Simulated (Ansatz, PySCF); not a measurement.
Spin states of CrO3 (SMILES [O]=[Cr](=[O])=[O]), each relaxed with B3LYP-D3(BJ)/def2-TZVP.
State 1 (charge 0, multiplicity 1):
```xyz
4

Cr     0.1322    -0.0998    -0.1868
O     -1.1087    -1.0669    -0.0869
O     -0.1482     1.2958    -0.8644
O      1.0669    -0.0622     1.0821
```
State 2 (charge 0, multiplicity 5):
```xyz
4

Cr     0.05375     0.00907     0.04731
O     -1.21016    -1.27445    -0.14224
O     -0.10268     1.45182    -1.03660
O      1.20120    -0.11947     1.07549
```

Singlets are restricted, other states unrestricted; no spin–orbit coupling, no relativity up to Kr; see below for the cores. The largest T1 diagnostic is 0.053.

Correlated levels freeze the inner cores; with def2 sets outer-core shells near the valence are correlated too.

Programs: Ansatz (an electronic-structure program); PySCF for the dispersion terms. 

```tsv
level	energy of the multiplicity-5 state less that of the multiplicity-1 state (kJ/mol)
PBE-D4/def2-TZVPP	381.5
BLYP-D3(BJ)/def2-TZVPP	359.0
BLYP-D4/def2-TZVPP	359.9
B3LYP/def2-TZVPP	250.0
B3LYP-D4/def2-TZVPP	251.0
BHLYP-D4/def2-TZVPP	36.3
wB97X-V/def2-TZVPP	224.1
wB97M-V/def2-TZVPP	223.0
B2PLYP-D3(BJ)/def2-TZVPP	___
```

Problem. Fill in the missing entries.

Solution. 
- B2PLYP-D3(BJ)/def2-TZVPP, energy of the multiplicity-5 state less that of the multiplicity-1 state (kJ/mol): 464.9

Doubts at one or more of the structures used: a restricted determinant that unrestricted orbitals would lower (B2PLYP-D3(BJ)/def2-TZVPP).
